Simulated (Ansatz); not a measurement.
Species: CH4B2, SMILES `BB=C` (charge 0, multiplicity 1), formula CH$_{4}$B$_{2}$.

How many basis functions does frozen-core CCSD(T)/cc-pVQZ // B3LYP-D3(BJ)/def2-TZVP (Ansatz, an electronic-structure program) use, how many core orbitals are frozen, and how many electrons are correlated?

285 basis functions and 3 frozen orbitals, which leaves 14 correlated electrons. Core time is of the order of minutes.
